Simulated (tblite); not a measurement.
Q: What does the GFN2-xTB structure of `CC[C@H](CCl)[SiH2]F` look like in three dimensions?

A: 
Z-matrix in Å and degrees, rows numbered from 1:
```
C 
C   1  1.5252
C   2  1.5346  1  113.56
C   3  1.5188  2  112.00  1   -71.34
Cl  4  1.7844  3  110.33  2   -73.74
Si  3  1.9124  2  110.96  1   164.28
F   6  1.6152  3  105.00  2   -76.87
H   1  1.0876  2  110.02  3  -175.45
H   1  1.0874  2  111.60  3    64.80
H   1  1.0883  2  110.54  3   -55.96
H   2  1.0924  1  108.28  3   120.73
H   2  1.0918  1  109.62  3  -122.13
H   3  1.0969  2  107.69  1    45.44
H   4  1.0899  3  111.24  2   168.76
H   4  1.0898  3  112.73  2    45.38
H   6  1.4543  3  111.97  2   169.78
H   6  1.4514  3  113.18  2    36.73
```

Of the pairs four or more bonds apart, H9···H15 is among the closest relative to their van der Waals radii: 2.22 Å, 93 % of the sum of Bondi's values. Si6 (fluorine-bound silicon) is distorted tetrahedral (angles from 104.7° to 115.8°).

The geometry is computed with GFN2-xTB (gas phase).

Point group: C1 (no symmetry element, even within 0.4 Å). Its GFN2-xTB frequencies are all real (lowest 47 cm⁻¹). The numbers are those of one conformer (C1–C2–C3–C4 -71°, C2–C3–C4–Cl5 -74°, C2–C3–Si6–F7 -77°). 3 starts were optimised and ended at 0.00, 0.12 and 1.05 kcal/mol (GFN2-xTB); the lowest of these is shown.

The run took 1.1 s of wall time on Arm Neoverse N1, one thread, no GPU (shared host). These figures are those of the optimisation.
